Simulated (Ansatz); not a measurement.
`C=C[Si](F)(Cl)Cl` + HCl → `F[Si](Cl)(Cl)Cl` + `C=C` at 298.15 K and 1 bar (ligand exchange at the Si–C bond).

Isolated molecules relaxed with PBE0-D4/def2-TZVP in Ansatz; ΔE leaves out vibrations. CCSD(T)/CBS is the MP2 limit (def2-TZVPP, def2-QZVPP) plus CCSD(T) − MP2 in def2-TZVPP, frozen cores. This one scheme is used for every species. One conformer a species, not always the lowest.

```csv
species,CCSD(T)/CBS energy (Eh),H − E (kJ/mol),S (J/(mol·K))
`C=C[Si](F)(Cl)Cl`,-1386.50243,153.0,368.5
HCl,-460.38127,26.6,186.8
`F[Si](Cl)(Cl)Cl`,-1768.43208,41.1,331.5
`C=C`,-78.48111,144.6,218.9
```

H − E and S are ideal-gas, rigid-rotor, harmonic terms from PBE0-D4/def2-TZVP, for one conformer and one mirror image of each species. 1 Eh = 2625.50 kJ/mol, R = 8.31446 J/(mol·K).

**Question.** By hand: ΔE, ΔH, ΔS and ΔG.

**Answer.** ΔE = (-1768.43208) + (-78.48111) − (-1386.50243) − (-460.38127) = -0.02949 Eh = -77.4 kJ/mol. Δ(H − E) = 41.1 + 144.6 − 153.0 − 26.6 = 6.1, so ΔH = -71.3 kJ/mol. ΔS = 331.5 + 218.9 − 368.5 − 186.8 = -4.9 J/(mol·K). ΔG = -71.3 − 298.15 × (-4.9)/1000 = -69.8 kJ/mol.

**Question.** By hand: the equilibrium constant, and the temperature at which ΔG would vanish if ΔH and ΔS stayed fixed.

**Answer.** log₁₀ K = −ΔG/(RT ln 10) = 12.2. ΔG = 0 at ΔH/ΔS = 14551 K, far beyond where these terms or the molecules hold.

The number of gas molecules stays the same, so ΔS is small and ΔH decides. A doubt of 5 kJ/mol in ΔE shifts log₁₀ K by 0.9 here. Other conformers and mirror images would add mixing entropy, several J/(mol·K) or more a flexible species. These are equilibria of isolated gas molecules and say nothing of rates. Largest T1 diagnostic: 0.011 (customary marks: 0.02 for closed shells, 0.045 for open ones).
